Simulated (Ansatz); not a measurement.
Reaction (cleavage of the Si–Al bond): `F[CH]1[O][Al]1[SiH3]` + `NCBCl` → `[SiH3]NCBCl` + `F[CH]1[O][AlH]1`

Gas-phase electronic energies from Ansatz, PBE0-D4/def2-TZVP geometries. CCSD(T)/CBS is the MP2 limit (def2-TZVPP, def2-QZVPP) plus CCSD(T) − MP2 in def2-TZVPP, frozen cores. Functionals use def2-TZVPP. Each species was taken in one conformer, which may not be the lowest.

`F[CH]1[O][Al]1[SiH3]`:

Cartesian coordinates in Å:
```
F 0.162 1.993 -2.404
C -0.724 1.165 -1.759
O -0.355 -0.193 -1.885
Al -0.196 0.196 -0.204
Si 0.588 -0.967 1.789
H -1.719 1.384 -2.150
H 0.933 -2.378 1.476
H 1.789 -0.264 2.313
H -0.479 -0.934 2.823
```

`NCBCl`:

Cartesian coordinates in Å:
```
N -1.077 -0.809 -0.063
C 0.316 -0.431 -0.110
B 0.649 1.080 -0.172
Cl -0.568 2.301 0.121
H -1.613 -0.179 0.518
H -1.204 -1.749 0.285
H 0.923 -0.771 0.758
H 0.813 -0.904 -0.969
H 1.762 1.463 -0.369
```

`[SiH3]NCBCl`:

Cartesian coordinates in Å:
```
Si -1.251 -1.017 -0.711
N -0.781 0.568 -0.227
C 0.611 0.906 0.015
B 1.284 0.131 1.189
Cl 3.027 0.154 1.331
H -0.622 -1.981 0.231
H -2.733 -1.097 -0.653
H -0.817 -1.408 -2.087
H -1.310 1.329 -0.625
H 0.674 1.948 0.377
H 1.243 0.895 -0.886
H 0.676 -0.429 2.046
```

`F[CH]1[O][AlH]1`:

```xyz
6

F     0.926    1.406    0.816
C     0.655    0.431   -0.110
O     0.488   -0.841    0.504
Al   -1.042   -0.417   -0.165
H     1.459    0.450   -0.847
H    -2.486   -1.028   -0.198
```

| level | ΔE (kJ/mol) |
| --- | --- |
| PBE | 7.4 |
| HF/def2-TZVPP | -29.7 |

**Question.** What does CCSD(T)/CBS give? (An estimate is asked.)

**Answer.** Ansatz gave: -18.2 kJ/mol. The listed levels differ from it by 25.6, -11.5 kJ/mol.

Largest T1 diagnostic among the species: 0.018.

In def2-TZVPP, CCSD(T) changes the Hartree–Fock value by +13.1 kJ/mol (the triples alone add +2.2 kJ/mol) and MP2 by +3.3 kJ/mol. The D4 term adds −5.7 kJ/mol with B3LYP and −3.1 kJ/mol with PBE0; it sums over pairs of atoms, weighted by their polarisabilities, and B3LYP, whose exchange is more repulsive, gets the larger term. From PBE to PBE0 (25 % exact exchange), in def2-TZVPP and without D4, ΔE moves by −7.4 kJ/mol.

CCSD(T)/CBS has its own doubt, a few kJ/mol and more with outer-core shells, so smaller differences from it don't rank the levels.

B3LYP here is the variant with VWN-RPA as its local correlation; programs differ in this.
